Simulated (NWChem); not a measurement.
SiH3OF; SMILES O[SiH2]F

```xyz
6

Si    -0.4548     0.0188     0.0010
O      0.4607    -1.3526    -0.0714
F      0.4705     1.3390    -0.0219
H     -1.2987     0.0012    -1.2099
H     -1.2440     0.0821     1.2577
H      0.9899    -1.5765     0.7066
```
Atoms are numbered in this order, from 1.

Program: NWChem. All runs use the structure optimised with B3LYP/6-31G* (spherical d).

For level B3LYP/def2-SVP:

```
Quantity                     Result
---------------------------  ------
highest occupied level (eV)   -8.93
orbital gap (eV)               9.64
```

**Question.** Estimate the same quantities for level TPSSh/def2-SVP.

**Answer.** 
* **highest occupied level (eV)**: -8.44
* **orbital gap (eV)**: 9.13
